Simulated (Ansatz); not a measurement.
Born–Oppenheimer molecular dynamics of C₂H₁₀ClNOSi₂ (17 atoms, charge 0, multiplicity 1). It starts from a relaxed structure.

These are results of RKS PBE0/STO-3G in Ansatz, not measurements.

| Quantity | Value |
| --- | --- |
| ensemble | NVE (velocity Verlet) |
| time step | 0.5 fs |
| steps asked | 162 |
| starting velocities drawn for | 700 K |
| masses | H 3.016 u |
| seed | 170215 |

Frames 0.5 fs apart, positions in Å, forces in eV/Å.

Velocities at 5 fs (Å/ps):

```
Si -3.15 4.52 2.71
O -2.33 -5.73 -1.42
H 4.32 8.49 13.87
Cl -2.94 -1.57 -3.44
N -2.00 1.93 -0.08
C 6.05 -4.75 -2.19
H 21.05 -4.15 -1.75
H 6.39 -7.70 -8.54
H 2.96 -7.20 3.55
C -2.98 -1.79 -0.55
H 3.48 5.31 2.35
H 4.29 -8.23 19.47
H 3.22 -6.70 -1.80
Si 4.25 5.88 0.38
H -1.75 -10.43 -8.63
H -7.82 -4.75 5.10
H -2.41 4.46 6.86
```

```xyz
17
Properties=species:S:1:pos:R:3:forces:R:3 time_fs=5 energy_less_start_eV=0.800 T=290
Si -0.155 -0.057 -0.216 0.58 -0.05 -0.16
O 0.708 -0.168 1.231 -1.18 -1.57 -0.24
H 1.234 0.651 1.341 1.00 1.65 0.12
Cl 1.321 0.117 -1.798 -0.31 0.05 0.33
N -1.194 1.363 -0.281 3.52 -0.59 3.15
C -2.054 1.435 -1.351 -4.05 -0.17 -6.86
H -2.571 0.414 -1.560 0.68 1.87 0.72
H -2.854 2.230 -1.222 0.65 -0.92 0.15
H -1.593 1.696 -2.425 -0.53 -0.44 2.39
C -0.503 2.641 -0.026 -1.15 1.12 1.32
H 0.145 3.021 -0.820 -0.14 0.19 -0.77
H -1.267 3.400 0.294 0.52 -0.28 -0.88
H 0.130 2.579 0.849 0.58 -0.53 0.71
Si -1.299 -1.955 -0.511 0.83 0.02 0.86
H -2.440 -2.032 0.280 -1.20 0.22 1.13
H -1.786 -2.122 -1.787 -0.36 -0.12 -2.03
H -0.515 -3.079 -0.149 0.57 -0.45 0.05
17
Properties=species:S:1:pos:R:3:forces:R:3 time_fs=5.5 energy_less_start_eV=0.779 T=301
Si -0.156 -0.054 -0.215 0.63 -0.04 -0.22
O 0.707 -0.171 1.231 -0.84 -1.09 -0.11
H 1.237 0.656 1.348 0.67 1.17 0.04
Cl 1.319 0.116 -1.800 -0.33 0.06 0.35
N -1.195 1.364 -0.281 3.52 -0.61 3.16
C -2.051 1.432 -1.353 -4.01 -0.13 -6.79
H -2.561 0.413 -1.560 0.58 1.76 0.70
H -2.850 2.226 -1.226 0.58 -0.89 0.16
H -1.592 1.692 -2.422 -0.47 -0.41 2.29
C -0.504 2.641 -0.027 -0.93 1.14 1.37
H 0.147 3.024 -0.820 -0.23 0.16 -0.71
H -1.265 3.396 0.304 0.46 -0.21 -0.90
H 0.132 2.575 0.849 0.55 -0.54 0.65
Si -1.297 -1.952 -0.510 0.72 -0.04 0.83
H -2.441 -2.037 0.276 -1.17 0.24 1.13
H -1.790 -2.124 -1.785 -0.32 -0.11 -1.99
H -0.516 -3.077 -0.146 0.59 -0.45 0.04
17
Properties=species:S:1:pos:R:3:forces:R:3 time_fs=6 energy_less_start_eV=0.733 T=324
Si -0.158 -0.052 -0.213 0.68 -0.04 -0.28
O 0.706 -0.174 1.230 -0.47 -0.59 0.04
H 1.240 0.662 1.355 0.32 0.65 -0.05
Cl 1.318 0.115 -1.801 -0.35 0.06 0.37
N -1.195 1.364 -0.280 3.43 -0.62 3.07
C -2.049 1.430 -1.356 -3.83 -0.08 -6.54
H -2.549 0.413 -1.560 0.45 1.60 0.65
H -2.847 2.221 -1.231 0.49 -0.83 0.16
H -1.591 1.688 -2.417 -0.39 -0.36 2.13
C -0.506 2.640 -0.026 -0.66 1.14 1.42
H 0.149 3.027 -0.819 -0.33 0.13 -0.63
H -1.262 3.392 0.312 0.37 -0.11 -0.90
H 0.134 2.571 0.848 0.49 -0.54 0.57
Si -1.295 -1.949 -0.510 0.56 -0.13 0.77
H -2.443 -2.042 0.273 -1.11 0.27 1.10
H -1.794 -2.127 -1.785 -0.26 -0.09 -1.91
H -0.517 -3.075 -0.142 0.60 -0.44 0.03
17
Properties=species:S:1:pos:R:3:forces:R:3 time_fs=6.5 energy_less_start_eV=0.673 T=355
Si -0.159 -0.050 -0.212 0.73 -0.04 -0.34
O 0.704 -0.177 1.229 -0.09 -0.08 0.19
H 1.243 0.668 1.362 -0.02 0.13 -0.15
Cl 1.316 0.114 -1.803 -0.36 0.06 0.39
N -1.194 1.365 -0.279 3.25 -0.62 2.90
C -2.048 1.427 -1.361 -3.55 -0.03 -6.11
H -2.538 0.414 -1.560 0.29 1.38 0.59
H -2.842 2.215 -1.235 0.36 -0.75 0.16
H -1.590 1.684 -2.411 -0.29 -0.30 1.90
C -0.508 2.640 -0.026 -0.35 1.11 1.44
H 0.150 3.030 -0.820 -0.43 0.09 -0.54
H -1.259 3.387 0.320 0.26 0.00 -0.89
H 0.137 2.567 0.849 0.43 -0.52 0.47
Si -1.293 -1.946 -0.510 0.37 -0.24 0.70
H -2.446 -2.046 0.271 -1.01 0.29 1.05
H -1.799 -2.129 -1.786 -0.19 -0.06 -1.77
H -0.517 -3.074 -0.139 0.60 -0.42 0.02
17
Properties=species:S:1:pos:R:3:forces:R:3 time_fs=7 energy_less_start_eV=0.607 T=388
Si -0.160 -0.048 -0.211 0.78 -0.05 -0.41
O 0.703 -0.180 1.228 0.26 0.39 0.35
H 1.247 0.675 1.369 -0.34 -0.36 -0.24
Cl 1.315 0.114 -1.805 -0.37 0.06 0.40
N -1.193 1.366 -0.277 2.99 -0.61 2.64
C -2.048 1.425 -1.367 -3.16 0.04 -5.50
H -2.526 0.416 -1.559 0.10 1.11 0.51
H -2.838 2.209 -1.238 0.21 -0.64 0.16
H -1.590 1.679 -2.403 -0.16 -0.23 1.60
C -0.510 2.640 -0.025 0.00 1.07 1.45
H 0.151 3.033 -0.820 -0.53 0.04 -0.44
H -1.256 3.383 0.327 0.13 0.13 -0.86
H 0.140 2.562 0.850 0.35 -0.50 0.35
Si -1.290 -1.943 -0.509 0.14 -0.37 0.60
H -2.450 -2.051 0.270 -0.88 0.32 0.98
H -1.804 -2.132 -1.789 -0.10 -0.03 -1.60
H -0.516 -3.073 -0.135 0.59 -0.38 0.00
17
Properties=species:S:1:pos:R:3:forces:R:3 time_fs=7.5 energy_less_start_eV=0.545 T=420
Si -0.162 -0.045 -0.210 0.84 -0.06 -0.46
O 0.701 -0.184 1.228 0.57 0.82 0.50
H 1.250 0.681 1.375 -0.63 -0.80 -0.34
Cl 1.313 0.113 -1.806 -0.38 0.06 0.41
N -1.192 1.366 -0.275 2.65 -0.59 2.31
C -2.048 1.423 -1.373 -2.70 0.13 -4.73
H -2.514 0.420 -1.558 -0.12 0.77 0.41
H -2.833 2.203 -1.242 0.03 -0.51 0.15
H -1.589 1.674 -2.394 -0.01 -0.14 1.23
C -0.512 2.640 -0.024 0.37 1.00 1.44
H 0.151 3.036 -0.821 -0.63 0.00 -0.32
H -1.253 3.378 0.334 0.00 0.26 -0.82
H 0.143 2.557 0.851 0.27 -0.46 0.24
Si -1.288 -1.940 -0.509 -0.12 -0.51 0.50
H -2.455 -2.055 0.269 -0.74 0.34 0.90
H -1.808 -2.135 -1.793 0.01 0.01 -1.39
H -0.515 -3.072 -0.132 0.58 -0.34 -0.02
17
Properties=species:S:1:pos:R:3:forces:R:3 time_fs=8 energy_less_start_eV=0.497 T=444
Si -0.163 -0.043 -0.208 0.90 -0.08 -0.52
O 0.700 -0.187 1.227 0.85 1.18 0.63
H 1.252 0.686 1.382 -0.87 -1.17 -0.42
Cl 1.312 0.112 -1.808 -0.39 0.06 0.42
N -1.190 1.367 -0.272 2.27 -0.55 1.93
C -2.049 1.420 -1.381 -2.20 0.23 -3.82
H -2.502 0.424 -1.556 -0.35 0.39 0.30
H -2.828 2.195 -1.246 -0.16 -0.36 0.14
H -1.589 1.669 -2.384 0.17 -0.02 0.79
C -0.514 2.640 -0.023 0.75 0.92 1.41
H 0.151 3.039 -0.822 -0.72 -0.04 -0.21
H -1.250 3.374 0.340 -0.14 0.41 -0.76
H 0.147 2.551 0.852 0.19 -0.42 0.12
Si -1.286 -1.937 -0.508 -0.39 -0.67 0.38
H -2.460 -2.059 0.270 -0.57 0.37 0.80
H -1.813 -2.137 -1.798 0.12 0.05 -1.15
H -0.514 -3.072 -0.128 0.55 -0.28 -0.04
17
Properties=species:S:1:pos:R:3:forces:R:3 time_fs=8.5 energy_less_start_eV=0.471 T=458
Si -0.164 -0.041 -0.207 0.97 -0.10 -0.56
O 0.699 -0.190 1.227 1.07 1.47 0.75
H 1.254 0.691 1.388 -1.07 -1.48 -0.50
Cl 1.310 0.111 -1.809 -0.39 0.07 0.43
N -1.187 1.367 -0.269 1.85 -0.51 1.53
C -2.050 1.418 -1.390 -1.67 0.33 -2.80
H -2.491 0.428 -1.554 -0.59 -0.04 0.18
H -2.824 2.188 -1.249 -0.36 -0.19 0.14
H -1.589 1.664 -2.374 0.38 0.10 0.27
C -0.516 2.641 -0.021 1.11 0.82 1.37
H 0.151 3.042 -0.824 -0.80 -0.08 -0.10
H -1.246 3.370 0.345 -0.28 0.55 -0.69
H 0.150 2.545 0.853 0.11 -0.36 0.00
Si -1.283 -1.934 -0.508 -0.68 -0.84 0.26
H -2.466 -2.063 0.270 -0.39 0.40 0.69
H -1.818 -2.140 -1.804 0.23 0.09 -0.90
H -0.512 -3.072 -0.125 0.52 -0.22 -0.06
17
Properties=species:S:1:pos:R:3:forces:R:3 time_fs=9 energy_less_start_eV=0.469 T=459
Si -0.165 -0.039 -0.206 1.04 -0.14 -0.60
O 0.698 -0.192 1.226 1.24 1.69 0.85
H 1.255 0.694 1.393 -1.22 -1.71 -0.56
Cl 1.308 0.111 -1.811 -0.40 0.07 0.44
N -1.185 1.367 -0.266 1.42 -0.46 1.10
C -2.052 1.415 -1.399 -1.15 0.44 -1.70
H -2.479 0.432 -1.552 -0.84 -0.50 0.06
H -2.819 2.180 -1.252 -0.57 -0.02 0.13
H -1.588 1.659 -2.363 0.62 0.25 -0.30
C -0.517 2.641 -0.020 1.45 0.71 1.32
H 0.149 3.045 -0.825 -0.87 -0.11 0.00
H -1.243 3.367 0.350 -0.42 0.68 -0.62
H 0.154 2.539 0.854 0.03 -0.30 -0.10
Si -1.281 -1.932 -0.507 -0.97 -1.02 0.14
H -2.472 -2.066 0.272 -0.21 0.43 0.58
H -1.822 -2.142 -1.811 0.35 0.14 -0.65
H -0.510 -3.072 -0.121 0.49 -0.15 -0.09
17
Properties=species:S:1:pos:R:3:forces:R:3 time_fs=9.5 energy_less_start_eV=0.493 T=446
Si -0.166 -0.036 -0.205 1.12 -0.19 -0.63
O 0.697 -0.195 1.226 1.36 1.85 0.93
H 1.255 0.697 1.399 -1.32 -1.87 -0.60
Cl 1.307 0.110 -1.812 -0.40 0.07 0.45
N -1.182 1.367 -0.263 0.98 -0.39 0.68
C -2.054 1.413 -1.408 -0.67 0.54 -0.57
H -2.469 0.436 -1.550 -1.07 -0.96 -0.06
H -2.815 2.173 -1.256 -0.78 0.16 0.13
H -1.587 1.655 -2.352 0.89 0.40 -0.91
C -0.518 2.642 -0.018 1.75 0.60 1.26
H 0.147 3.048 -0.827 -0.92 -0.14 0.09
H -1.241 3.364 0.354 -0.54 0.81 -0.54
H 0.158 2.532 0.856 -0.04 -0.24 -0.19
Si -1.279 -1.929 -0.507 -1.24 -1.19 0.02
H -2.478 -2.069 0.274 -0.02 0.46 0.46
H -1.826 -2.145 -1.819 0.46 0.18 -0.39
H -0.507 -3.072 -0.118 0.44 -0.08 -0.12
17
Properties=species:S:1:pos:R:3:forces:R:3 time_fs=10 energy_less_start_eV=0.539 T=423
Si -0.167 -0.034 -0.204 1.20 -0.24 -0.65
O 0.696 -0.197 1.226 1.42 1.93 0.98
H 1.254 0.697 1.403 -1.37 -1.96 -0.63
Cl 1.305 0.109 -1.814 -0.40 0.07 0.45
N -1.179 1.367 -0.259 0.55 -0.32 0.28
C -2.056 1.411 -1.418 -0.24 0.62 0.55
H -2.459 0.439 -1.548 -1.29 -1.41 -0.17
H -2.812 2.165 -1.259 -0.98 0.34 0.13
H -1.585 1.650 -2.342 1.17 0.56 -1.53
C -0.519 2.643 -0.015 2.00 0.49 1.20
H 0.145 3.051 -0.828 -0.95 -0.17 0.17
H -1.238 3.362 0.358 -0.65 0.91 -0.46
H 0.162 2.526 0.857 -0.09 -0.16 -0.27
Si -1.277 -1.927 -0.506 -1.51 -1.37 -0.09
H -2.485 -2.072 0.276 0.16 0.49 0.35
H -1.830 -2.147 -1.826 0.57 0.23 -0.15
H -0.504 -3.072 -0.115 0.40 -0.01 -0.14
17
Properties=species:S:1:pos:R:3:forces:R:3 time_fs=10.5 energy_less_start_eV=0.598 T=393
Si -0.168 -0.032 -0.203 1.28 -0.31 -0.66
O 0.696 -0.199 1.226 1.44 1.95 1.00
H 1.252 0.696 1.408 -1.37 -1.97 -0.65
Cl 1.303 0.108 -1.815 -0.40 0.07 0.46
N -1.175 1.367 -0.255 0.14 -0.24 -0.10
C -2.058 1.409 -1.427 0.13 0.68 1.61
H -2.451 0.441 -1.546 -1.47 -1.80 -0.27
H -2.809 2.158 -1.262 -1.16 0.51 0.12
H -1.582 1.647 -2.333 1.44 0.71 -2.13
C -0.520 2.644 -0.013 2.18 0.38 1.13
H 0.141 3.053 -0.830 -0.96 -0.18 0.24
H -1.237 3.360 0.361 -0.73 0.99 -0.39
H 0.165 2.519 0.857 -0.14 -0.09 -0.33
Si -1.275 -1.924 -0.505 -1.75 -1.54 -0.19
H -2.491 -2.074 0.279 0.33 0.51 0.24
H -1.834 -2.149 -1.834 0.68 0.27 0.09
H -0.501 -3.072 -0.112 0.35 0.07 -0.17
```

Of the whole run (81 fs, mean temperature of the second half 345 K): The conserved energy stayed within 0.29 meV per atom of its start (net change 0.27 meV per atom), so the integration is sound. Over the second half the temperature averaged 0.49 of the 700 K drawn at the start: a run that starts near a minimum puts about half its kinetic energy into the potential. A run of 0.081 ps of so small a system gives no equilibrium averages. Limits of this set-up: minimal basis.

Time of the run: 14 min on 1 thread of Arm Neoverse V2 (shared host), peak memory 0.16 GiB.
